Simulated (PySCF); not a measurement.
CH5AlFN, SMILES C[NH][AlH][F]. Geometry optimised at r2SCAN-D4/def2-SVP. The values are those of a single conformer.

All values below come from r2SCAN-D4/def2-SVP (PySCF).

Harmonic wavenumbers (cm⁻¹): 127, 145, 186, 300, 484, 572, 663, 722, 878, 1072, 1136, 1154, 1382, 1447, 1465, 1499, 1994, 2984, 3050, 3104, 3574. Rotational constants (GHz): 23.79, 2.734, 2.491; symmetry number 1.

Question: Work out the zero-point energy and the ideal-gas rigid-rotor harmonic-oscillator thermochemistry at 298.15 K and 1 atm.

Answer: ZPE = ½ Σ hcν = ½ × 27937 cm⁻¹ = 39.94 kcal/mol. H − E(el) = 44.28 kcal/mol. Entropy in cal/(mol K): translation 38.94, rotation 25.10, vibration 11.63, total 75.67. G − E(el) = 21.72 kcal/mol. Cp = 21.08 cal/(mol K). Modes under 150 cm⁻¹ make the vibrational entropy uncertain.
